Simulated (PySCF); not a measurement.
**Simulated absorption spectrum**

Species: C₄H₁₀ClFSi.
InChI=1S/C4H10ClFSi/c1-4(2-6)3-7-5/h4H,2-3,7H2,1H3/t4-/m0/s1

Method used: TDDFT wB97X-D/def2-SVPD, vertical, gas phase, core orbitals frozen in the response in PySCF 2.14.0, density-fitted response routines. The structure is a single GFN2-xTB conformer in the gas phase; no vibrational or solvent corrections. Torsions of this conformer, `[CH3:1][C@@H:2]([CH2:3][F:4])[CH2:5][SiH2:6][Cl:7]`: C1–C2–C3–F4 -171°, C1–C2–C5–Si6 170°, C2–C5–Si6–Cl7 -48°.

Computed states:

```tsv
state	E (eV)	f
S1	7.75	0.0069
S2	7.89	0.012
S3	8.45	0.056
S4	8.70	0.0096
S5	8.90	0.014
S6	8.96	0.070
S7	9.08	0.066
S8	9.16	0.015
```

Broadening: Gaussians 0.25 eV wide at half height, area fixed by f = 4.319×10⁻⁹ ∫ε dν̃. The cross-section is σ = 3.8235×10⁻²¹ ε cm², given in Mb (10⁻¹⁸ cm²). The width is an assumption, not a result. The curve ends short of the highest state used, and states not computed would add to its high-energy end.

Question: What does the envelope look like, and where are its maxima?

Answer: 
```tsv
λ (nm)	σ (Mb)
144.8	14.74
145.4	18.63
145.9	21.43
146.5	23.33
147.0	23.25
147.6	21.13
148.1	18.08
148.6	14.44
149.2	10.09
149.7	6.96
150.3	4.10
150.8	2.48
151.3	1.46
151.9	0.82
152.4	0.66
153.0	0.80
153.5	1.14
154.0	1.67
154.6	2.52
155.1	3.34
155.7	4.38
156.2	5.19
156.8	5.97
157.3	6.39
157.8	6.57
158.4	6.48
158.9	6.17
159.5	5.59
160.0	4.98
160.5	4.32
161.1	3.49
161.6	2.82
162.2	2.09
162.7	1.57
163.2	1.13
163.8	0.73
164.3	0.48
164.9	0.28
165.4	0.17
166.0	0.09
166.5	0.05
167.0	0.03
167.6	0.01
168.1	0.01
```

Maxima: 158 nm (7.85 eV), ε about 1700, made up of S1 (28%) and S2 (72%); 147 nm (8.45 eV), ε about 6100, made up of S3 (99%) (ε in L mol⁻¹ cm⁻¹; maxima over ε = 5, shares over 10%).

Question: Coming from long wavelengths, where does ε first pass 100 L mol⁻¹ cm⁻¹?

Answer: At about 165 nm (7.53 eV), 0.22 eV below S1.

Question: What would ε be at 8.45 eV, the highest of these maxima, with half the width (0.125 eV)?

Answer: About 12100 L mol⁻¹ cm⁻¹ against 6140, a factor of about 1.97; a lone state at its own centre would give exactly 2.

On one thread, Arm Neoverse V1 (aarch64), no GPU, shared host with 32 logical CPUs at a one-minute load of 30, this took 73 s and 1.0 GiB of memory at its peak.

Without π bonds the low states are Rydberg-like; a valence basis with one diffuse set may place them up to an eV too high.
